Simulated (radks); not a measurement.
Problem. Numerical settings for the silicon ion Si+, [Ne] 3s2 3p1. Method: non-relativistic Kohn-Sham, PBE, spin-polarised, spherical densities, point nucleus; open shells are filled with parallel spins first; computed with a radial shooting solver on a logarithmic mesh with Libxc functionals. The defaults (mesh step 0.008 in ln r, mesh end at 40 bohr or more with all orbitals vanishing there, Anderson mixing 0.5 over 9 steps, residual threshold near 1e-9 with the energy settled to 1e-9 hartree or 1e-11 of itself, here a cap of 89 iterations) give E = -288.9279 hartree and 3p at -12.126 eV in 14 iterations. Run on one thread of a shared host, so times are rough (Intel(R) Xeon(R) 6975P-C): 0.08 s of CPU time, 0.08 s wall, 14 iterations on 2476 mesh points. One setting is changed at a time: mesh step in ln r 0.12; mesh step in ln r 0.003; mesh step in ln r 0.05; mesh end (bohr) 400; mesh end (bohr) 3; residual threshold 1e-16; residual threshold 0.001; mixing 2.5; linear mixing, mixing 0.2; linear mixing, mixing 0.8; mixing history 3; iteration cap 5. Which runs fail to converge, and which converge to a wrong energy?

Solution. Not converged within the cap: mesh step in ln r 0.12; residual threshold 1e-16; iteration cap 5. Settled on a wrong energy, with an occupied level pushed above zero by the early mesh end: mesh end (bohr) 3 (+0.793 hartree). Apart from these: no run marked as converged misses the energy by more than 1 mhartree.
